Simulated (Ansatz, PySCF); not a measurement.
CH₁₀FNSi₃, SMILES [SiH3]N[SiH2]C[SiH2]F. Atoms are numbered in the order given.

```xyz
16

F      2.8828    -0.4390    -1.2561
Si     2.6213    -0.0481     0.3095
C      0.9261     0.7129     0.4376
Si    -0.3609    -0.0761    -0.6997
N     -1.9957     0.4372    -0.3631
Si    -3.0906    -0.1582     0.8533
H      2.6999    -1.3070     1.1027
H      3.7070     0.8871     0.7202
H      0.9750     1.7958     0.2239
H      0.5773     0.6089     1.4824
H     -0.0534     0.2985    -2.1098
H     -0.2905    -1.5568    -0.5172
H     -2.3114     1.2486    -0.8923
H     -2.4733    -1.3921     1.4219
H     -4.4316    -0.4831     0.2766
H     -3.3166     0.8171     1.9683
```

Geometry optimised at r2SCAN-D4/def2-SVP. This is a generated structure with no PubChem entry under its InChIKey; it may be hypothetical. One conformer was computed; it need not be the lowest.

Two levels are set side by side: PBE-D3(BJ)/def2-SVP (Ansatz, a program for electronic structure) and r2SCAN-D4/def2-SVP (Ansatz). Each level has its own optimised geometry; the coordinates shown are those of the second. Frequencies come from the Hessian of PySCF at each geometry. Differences are taken from unrounded values.

```
quantity                            r2SCAN-D4
----------------------------------  ---------
mean bond length (Å)                    1.504
bond F1–Si2 (Å)                         1.635
bond Si2–C3 (Å)                         1.863
bond C3–Si4 (Å)                         1.890
bond Si4–N5 (Å)                         1.746
bond N5–Si6 (Å)                         1.742
bond Si2–H7 (Å)                         1.490
bond Si2–H8 (Å)                         1.491
bond C3–H9 (Å)                          1.105
bond C3–H10 (Å)                         1.106
bond Si4–H11 (Å)                        1.491
bond Si4–H12 (Å)                        1.494
bond N5–H13 (Å)                         1.019
bond Si6–H14 (Å)                        1.492
bond Si6–H15 (Å)                        1.496
bond Si6–H16 (Å)                        1.498
highest harmonic wavenumber (cm⁻¹)       3580
mean harmonic wavenumber (cm⁻¹)          1105
zero-point energy (kcal/mol)            66.33
```

Problem. What does PBE-D3(BJ) give, and how far is it from r2SCAN-D4? (Estimate from the structure and the level; the computed values follow.)

Solution. 
```tsv
quantity	PBE-D3(BJ)	PBE-D3(BJ) minus r2SCAN-D4
mean bond length (Å)	1.514	0.010
bond F1–Si2 (Å)	1.648	0.013
bond Si2–C3 (Å)	1.874	0.011
bond C3–Si4 (Å)	1.901	0.011
bond Si4–N5 (Å)	1.757	0.010
bond N5–Si6 (Å)	1.753	0.011
bond Si2–H7 (Å)	1.502	0.012
bond Si2–H8 (Å)	1.503	0.012
bond C3–H9 (Å)	1.111	0.006
bond C3–H10 (Å)	1.113	0.006
bond Si4–H11 (Å)	1.502	0.011
bond Si4–H12 (Å)	1.503	0.010
bond N5–H13 (Å)	1.026	0.007
bond Si6–H14 (Å)	1.503	0.010
bond Si6–H15 (Å)	1.507	0.011
bond Si6–H16 (Å)	1.511	0.012
highest harmonic wavenumber (cm⁻¹)	3499	-80
mean harmonic wavenumber (cm⁻¹)	1075	-30
zero-point energy (kcal/mol)	64.56	-1.78
```
